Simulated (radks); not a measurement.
Effect of the nuclear size on the cerium ion Ce+, [Xe] 4f1 5d2. All-electron calculation, Dirac Kohn-Sham, relativistic LDA (MacDonald-Vosko exchange, VWN5 correlation), spin-unpolarised, spherical densities, finite nucleus; open shells fill j = l - 1/2 first; Fermi nuclear charge, rms radius 4.8771 fm. Program: a radial shooting solver on a logarithmic mesh with Libxc functionals. The rms radius is varied about that value; shifts are against it.

rms radius (fm),total energy shift (eV),density at nucleus (e/bohr^3),1s1/2 shift (meV),2s1/2 shift (meV),5s1/2 shift (meV),5p1/2 shift (meV),6s1/2 (empty) shift (meV)
3.9992,-3.41,3.941e+05,-1410,-172,-1.41,0.068,-0.189
4.7113,-0.684,3.809e+05,-283,-34.6,-0.283,0.014,-0.038
4.8771,0,3.782e+05,0.000,0.000,0.000,0.000,0.000
5.2429,1.58,3.726e+05,651,79.7,0.652,-0.032,0.087
6.0135,5.19,3.621e+05,2140,262,2.15,-0.104,0.287

Slopes of the eigenvalues against <r^2> in GHz/fm^2, as finite differences over the two radii next to the reference (eigenvalue slopes, not the field-shift constants of lines): 1s1/2 42700, 2s1/2 5220, 5s1/2 42.7, 5p1/2 -2.06, 6s1/2 (empty) 5.72.
